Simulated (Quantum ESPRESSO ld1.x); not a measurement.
The run below uses ld1.x (Quantum ESPRESSO 7.5).

```
 &input
    zed=72.0,
    iswitch=1,
    rel=1,
    lsd=1,
    dft='PZ',
    config='[Xe] 4f14 5d1 6s1',
    verbosity='high',
    prefix='ld1',
    max_out_wfc=37,
    file_charge='ld1.rho',
 /
```

Command: `OMP_NUM_THREADS=1 ld1.x < ld1.in > ld1.out`

Output (excerpt):

```
     Program LD1 v.7.5 starts

     --------------------------- All-electron run ----------------------------

     scalar relativistic calculation

     atomic number is 72.00
     dft =PZ   lsd =1 sic =0 latt =0  beta=0.20 tr2=1.0E-14
     Exchange-correlation= PZ
                           (   1   1   0   0   0   0   0)
     mesh =2111 r(mesh) =  99.81654 a.u. xmin = -8.00 dx = 0.00800
     1 Ry =  13.60569312 eV, c = 137.03599908

     n l     nl                  e(Ry)          e(Ha)          e(eV)
     1 0     1S 1( 1.00)   -4795.802413354   -2397.901206677 -65250.2159146
     2 0     2S 1( 1.00)    -821.356438190    -410.678219095 -11175.1236426
     2 1     2P 1( 3.00)    -721.633635811    -360.816817906  -9818.3257961
     3 0     3S 1( 1.00)    -188.124212062     -94.062106031  -2559.5602983
     3 1     3P 1( 3.00)    -158.337740244     -79.168870122  -2154.2947035
     4 0     4S 1( 1.00)     -38.906104387     -19.453052193   -529.3445169
     4 1     4P 1( 3.00)     -29.130181007     -14.565090503   -396.3363034
     3 2     3D 1( 5.00)    -123.024566309     -61.512283155  -1673.8344958
     5 0     5S 1( 1.00)      -6.270118576      -3.135059288    -85.3093092
     5 1     5P 1( 3.00)      -3.948062507      -1.974031254    -53.7161269
     4 2     4D 1( 5.00)     -16.497796620      -8.248898310   -224.4639580
     4 3     4F 1( 7.00)      -2.576412602      -1.288206301    -35.0538792
     5 2     5D 1( 1.00)      -1.420863933      -0.710431966    -19.3318386
     6 0     6S 1( 1.00)      -1.435602111      -0.717801055    -19.5323618
     1 0     1S 2( 1.00)   -4795.801077694   -2397.900538847 -65250.1977420
     2 0     2S 2( 1.00)    -821.353051091    -410.676525545 -11175.0775588
     2 1     2P 2( 3.00)    -721.630758408    -360.815379204  -9818.2866470
     3 0     3S 2( 1.00)    -188.122830634     -94.061415317  -2559.5415030
     3 1     3P 2( 3.00)    -158.336282452     -79.168141226  -2154.2748693
     4 0     4S 2( 1.00)     -38.903090636     -19.451545318   -529.3035127
     4 1     4P 2( 3.00)     -29.126953111     -14.563476556   -396.2923856
     3 2     3D 2( 5.00)    -123.022350190     -61.511175095  -1673.8043440
     5 0     5S 2( 1.00)      -6.237847395      -3.118923698    -84.8702374
     5 1     5P 2( 3.00)      -3.901923408      -1.950961704    -53.0883725
     4 2     4D 2( 5.00)     -16.493587652      -8.246793826   -224.4066921
     4 3     4F 2( 7.00)      -2.566057338      -1.283028669    -34.9129887
     5 2     5D 2( 0.00)      -1.334522753      -0.667261376    -18.1571070
     6 0     6S 2( 0.00)      -1.325194560      -0.662597280    -18.0301905

     final scf error:  5.2E-16 reached in  37 iterations

     Etot =  -30136.822552 Ry,  -15068.411276 Ha, -410032.359343 eV
     Total magnetization:    2.00 Bohr mag.

     Ekin =   33017.036759 Ry,   16508.518379 Ha,  449219.669967 eV
     Encl =  -74276.601610 Ry,  -37138.300805 Ha,-1010584.647727 eV
     Eh   =   11718.922003 Ry,    5859.461002 Ha,  159444.056512 eV
     Exc  =    -596.179704 Ry,    -298.089852 Ha,   -8111.438094 eV
```

Run on one thread of a shared host, so times are rough (Intel(R) Xeon(R) Processor @ 2.60GHz): 0.82 s of CPU time, 2.5 s wall, 37 iterations on 2111 mesh points.
